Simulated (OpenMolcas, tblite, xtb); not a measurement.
GaNH2F2 (SMILES [NH2][Ga]([F])[F]): the energy, rung by rung

GaNH2F2 has 6 atoms, charge 0, and is taken as a singlet. As SMILES, `[NH2][Ga]([F])[F]`. Geometry: relaxed at PBE0-D4/def2-TZVP.

```csv
atom,x (Å),y (Å),z (Å)
N,-0.2975,0.9637,-0.1727
Ga,0.2842,-0.7153,0.0420
F,1.6850,-1.1016,0.9977
F,-0.4553,-2.0677,-0.7634
H,0.0251,1.7048,0.4257
H,-1.1995,1.1521,-0.5754
```

Each level gives the energy change with the Ga2–F4 bond stretched from 1.739 to 3.826 Å (eV). The values are calculated.

| level | kind | program | value (eV) | CPU time (all runs) |
| --- | --- | --- | --- | --- |
| GFN-FF | force field | xtb | 2.27 | under 2 s |
| GFN1-xTB | semi-empirical | tblite | 4.16 | under 2 s |
| IPEA1-xTB | semi-empirical | tblite | 4.79 | under 2 s |
| GFN2-xTB | semi-empirical | tblite | 3.87 | under 2 s |
| HF/cc-pVDZ (restricted) | Hartree–Fock | OpenMolcas | 7.26 | 21 s |
| revPBE/cc-pVDZ (restricted) | GGA | OpenMolcas | 4.95 | 2.4 min |
| TPSS/cc-pVDZ (restricted) | meta-GGA | OpenMolcas | 6.20 | 2.6 min |
| BHLYP/cc-pVDZ (restricted) | global hybrid | OpenMolcas | 6.54 | 72 s |
| M06-2X/cc-pVDZ (restricted) | hybrid meta-GGA | OpenMolcas | 6.48 | 1.8 min |
| B2PLYP/cc-pVDZ (restricted) | double hybrid | OpenMolcas | 5.55 | 67 s |

All-electron rows without a relativistic Hamiltonian named are non-relativistic. The first shape isn't each level's own minimum. The values span 2.27 to 7.26 eV. CPU times are rough (shared hosts, several kinds of processor): they show what a rung costs within a factor of a few.
